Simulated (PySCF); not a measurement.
Ga2O, optimised at GFN2-xTB:

```xyz
3

Ga     1.0892     1.0590    -0.9806
O      0.0000     0.0000     0.0000
Ga    -1.0892    -1.0590     0.9806
```

Energies from PySCF (xtb for GFN2), thermal terms from the rigid-rotor harmonic-oscillator model, ideal gas at 1 bar. 6-31G* has spherical d functions here. All species are closed-shell singlets. Ga: all electrons, no relativistic terms.

List the harmonic frequencies (cm⁻¹, unscaled) at this level and at the other levels, each on its own geometry.


- GFN2-xTB: 139, 139, 225, 602
- HF/6-31G*: 56, 56, 314, 874
- PBE/def2-SVP: 61, 61, 284, 803
- PBE0/def2-TZVP: 71, 72, 296, 847
